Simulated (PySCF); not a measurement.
System: C₃H₁₀O₃Si (charge -1, doublet). 
Coordinates optimised at B3LYP-D3(BJ)/def2-TZVP (Ansatz):
```xyz
17

C     -1.4787     1.7973    -0.5895
C     -1.3115     0.3655    -0.0926
C     -2.1254    -0.6109    -0.9349
Si     0.6054    -0.1609    -0.0118
O      2.3008    -0.5591    -0.4093
O      0.9867     1.0284     1.1733
O      0.2683    -1.6470     0.7896
H     -1.0447     1.9052    -1.5919
H     -0.9601     2.5007     0.0653
H     -2.5352     2.0973    -0.6532
H     -1.6492     0.3063     0.9525
H     -3.1854    -0.3240    -1.0004
H     -1.7311    -0.6507    -1.9585
H     -2.0671    -1.6217    -0.5259
H      2.8173    -0.8111     0.3805
H      1.9279     1.2121     1.1338
H      0.9977    -2.2517     0.6370
```
Charge -1, spin multiplicity 2.

Dispersion corrections to the total energy (kcal/mol) from the dftd3 and dftd4 libraries through PySCF: D3(BJ) without and D4 with the three-body term, each with the damping fitted for the functional named.

```
functional  D3(BJ)      D4
----------  ------  ------
revPBE      -22.43  -31.72
B2PLYP         ___   -7.11
TPSS        -11.35  -13.66
B2GP-PLYP    -5.65   -4.33
BHLYP       -12.06  -11.77
PBE          -9.01     ___
BP86           ___  -13.52
```

Fill in the missing entries.


- B2PLYP, D3(BJ): -7.20
- PBE, D4: -10.14
- BP86, D3(BJ): -14.23
